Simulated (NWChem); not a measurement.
System: 1,1-difluoroethane (C₂H₄F₂); SMILES CC(F)F

Program: NWChem. Geometry: optimised at PBE0/def2-SVP. Level: PBE0/def2-SVP with SMD (1 M gas to 1 M solution), gas-phase geometry.

Question: Estimate the computed values for solvent water. Quantities: solvation free energy (kcal/mol); cavity-dispersion-structure term (kcal/mol); dipole in solution (D).

Answer: 
- solvation free energy (kcal/mol): -0.6
- cavity-dispersion-structure term (kcal/mol): 3.3
- dipole in solution (D): 2.50
